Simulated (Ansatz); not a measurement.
Reaction (ligand exchange at a Ge–O bond): `[F][GeH]([Cl])[O][SiH3]` + `N=C=O` → `O=C=[N][GeH]([F])[Cl]` + `O[SiH3]`

Gas-phase electronic energies from Ansatz, PBE0-D4/def2-TZVP geometries. CCSD(T)/CBS adds triple-zeta CCSD(T) − MP2 to the extrapolated MP2 energy (def2 sets, frozen cores). This one scheme is used for every species. DFT in def2-TZVPP. For Ge outer-core shells are correlated without core-valence functions, which leaves a few kJ/mol of doubt a bond. Scalar relativity is left out up to krypton. Each species was taken in one conformer, which may not be the lowest.

```csv
level,ΔE (kcal/mol),difference from CCSD(T)/CBS
r2SCAN-D4,2.7,0.4
r2SCANh-D4,2.5,0.2
CAM-B3LYP-D4,2.8,0.5
ωB97M-V,2.3,0.0
PBE-QIDH,1.4,-0.9
revPBE,1.6,-0.7
BHLYP,1.9,-0.4
RPA@PBE/def2-TZVPP,2.4,0.1
MP2/def2-TZVPP,1.4,-0.9
CCSD/def2-TZVPP,2.0,-0.3
CCSD(T)/CBS,2.3,0
```

Largest T1 diagnostic among the species: 0.018.

Leaving LDA and LC-ωPBE aside and taking each functional with its dispersion term where it has one, the values, not all of them listed here, spread over 1.7 kcal/mol, from PBE-QIDH to BLYP-D4. At CCSD(T), def2-SVP lies +1.2 kcal/mol from the extrapolated value and def2-TZVPP −0.2 kcal/mol.
